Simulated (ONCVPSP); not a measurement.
**Before and after: ONCV potential for Co (Z = 27)**

| Item | Value |
| --- | --- |
| Element | cobalt (Co) |
| Generator | ONCVPSP 4.0.1 |
| Type | optimised norm-conserving Vanderbilt (ONCV) |
| Functional | PBE |
| Relativity | scalar-relativistic |
| Frozen core | [Ne] |
| Valence charge | 17 |
| Reference configuration | 3s2 3p6 3d7 (charge +2) |
| Partial waves | 3s: rc 1.30 bohr, ncon 5, nbas 8, qcut 9.4 1/bohr, 2 projectors, debl 2.6 Ha; 3p: rc 0.75 bohr, ncon 4, nbas 7, qcut 11.3 1/bohr, 2 projectors, debl 2.9 Ha; 3d: rc 1.60 bohr, ncon 4, nbas 9, qcut 9.5 1/bohr, 3 projectors, debl 3.2 Ha |
| Local potential | polynomial inside 0.60 bohr (lpopt 2, dvloc0 4 Ha) |
| Core correction | Teter function, fcfact 2.75, rcfact 1 |

In the s channel the program set the typed energies aside and used -4.464, 0.250 Ha. In the p channel the program set the typed energies aside and used -3.114, 0.250 Ha.

All-electron outer shells of the reference configuration (PBE, scalar-relativistic, ld1.x):

| shell | level (eV) | outermost node (bohr) | outermost maximum (bohr) |
| --- | --- | --- | --- |
| 3s | -121.48 | 0.31 | 0.67 |
| 3p | -84.73 | 0.28 | 0.68 |
| 3d | -27.06 | – | 0.66 |

Change: s: rc 1.9. In the s channel the program set the typed energies aside and used -4.464, 0.050 Ha. In the p channel the program set the typed energies aside and used -3.114, 0.250 Ha.

Cutoffs: the cutoffs (Ha) at which the residual kinetic energy of the hardest occupied pseudo-wave falls to 1 and 0.1 mHa per electron; they do not see the model core or the augmentation charge, which bear on the density cutoff. Errors are all-electron minus pseudo energies relative to the spin-unpolarised reference configuration.

Predict the effect on cutoff, ghosts and configuration errors.

The potential gets neither clearly harder nor softer (70 Ha and 225 Ha → 70 Ha and 225 Ha); the p channel sets the loose cutoff, while the largest relative change is in s, which becomes softer; of the 4 tests that both files solve, the error grows in 3 and shrinks in 0 by more than 15 % and 0.3 meV (median size 9.1 → 11.4 meV); neither file shows a bound ghost. More of the atom is replaced by a form fitted at one configuration, so other configurations suffer.

| quantity | base | changed |
| --- | --- | --- |
| cutoff, loose | 70 Ha | 70 Ha |
| cutoff, tight | 225 Ha | 225 Ha |
| loose cutoff by channel | s 36 Ha, p 70 Ha, d 37 Ha | s 14 Ha, p 70 Ha, d 37 Ha |
| bound ghosts | none | none |
| GHOST(+) flags under 300 eV | none | none |
| error for 3s2 3p6 3d7 4s2, meV [ΔE -25.82 eV] | +11 | +14 |
| error for 3s2 3p6 3d7 4s1, meV [ΔE -16.79 eV] | +4.1 | +6.1 |
| error for 3s2 3p6 3d6, meV [ΔE 35.87 eV] | +101 | +102 |
| error for 3s2 3p6 3d7 4s1 4p1, meV [ΔE -21.47 eV] | +6.9 | +8.7 |
| p: phases at 0.76 bohr within 0.05 rad from the reference energy up to (Ha; the scan ends near 5) | to the end of the scan | to the end of the scan |
| d: phases at 1.63 bohr within 0.05 rad from the reference energy up to (Ha; the scan ends near 5) | to the end of the scan | to the end of the scan |
| rms error of d²Exc/dni dnj with the model core, mHa | 1.27 | 2.51 |
